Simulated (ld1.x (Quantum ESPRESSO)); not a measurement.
What one change does to a pseudopotential (Te, TM)

```json
{"Element": "tellurium", "Generator": "ld1.x (Quantum ESPRESSO) 7.5", "Type": "norm-conserving Troullier–Martins (Kleinman–Bylander form)", "Functional": "LDA (PZ)", "Relativity": "scalar-relativistic", "Frozen core": "[Kr] 4d10", "Valence charge": "6", "Reference configuration": "5s2 5p4", "Partial waves": "5p (bound): rc 1.90 bohr; 5d channel at 0.4 Ry: rc 1.55 bohr; 5s (bound): rc 1.85 bohr", "Local potential": "the s channel", "Core correction": "a·sin(br)/r model core, default radius (core density twice the valence density)"}
```

Change: functional PBEsol.

Cutoffs: the cutoffs (Ry, on a coarse ladder) from which the occupation-weighted sum of valence levels, in a spherical-Bessel basis at the reference potential, stays within 10 and 1 mRy of its value at 400 Ry; they do not see the model core or the augmentation charge, which bear on the density cutoff. Errors are all-electron minus pseudo energies relative to the spin-unpolarised reference configuration.

**Question.** How do hardness, ghosts and transferability respond?

**Answer.** The potential gets neither clearly harder nor softer (30 Ry and 50 Ry → 30 Ry and 50 Ry); both files keep a bound ghost (d); the number of tests with a reliable result goes from 9 to 7; of the 7 tests that both files solve, the error grows in 2 and shrinks in 0 by more than 15 % and 0.3 meV (median size 22.1 → 22.7 meV).

| quantity | base | changed |
| --- | --- | --- |
| cutoff, loose | 30 Ry | 30 Ry |
| cutoff, tight | 50 Ry | 50 Ry |
| loose cutoff by channel (10 mRy a level) | p 12 Ry, s 21 Ry | p 10 Ry, s 21 Ry |
| bound ghosts | d | d |
| error for 5s2 5p3, meV [ΔE 9.92 → 9.75 eV] | -4.1 | -3.9 |
| error for 5s2 5p2, meV [ΔE 28.09 → 27.72 eV] | -22 | -23 |
| error for 5s2 5p1, meV [ΔE 55.32 → 54.68 eV] | -78 | -84 |
| error for 5s2 5p0, meV [ΔE 92.23 → 91.20 eV] | -215 | -242 |
| error for 5s1 5p5, meV [ΔE 9.35 → 9.29 eV] | -7.8 | -10 |
| error for 5s0 5p6, meV [ΔE 18.92 → 18.77 eV] | -30 | -39 |
| error for 5s2 5p3.5, meV [ΔE 3.98 → 3.91 eV] | -1.3 | -1.2 |
| s: phases at 2.05 bohr within 0.05 rad from the reference energy up to (Ry; the scan ends near 5) | 4.2 | 4.2 |
| p: phases at 2.05 bohr within 0.05 rad from the reference energy up to (Ry; the scan ends near 5) | to the end of the scan | to the end of the scan |
| d: phases at 2.05 bohr within 0.05 rad from the reference energy up to (Ry; the scan ends near 5) | to the end of the scan | to the end of the scan |

 A true bound ghost makes a file unfit for plane-wave use even where its test errors are small: the radial tests pick states by their node count and pass the ghost by.
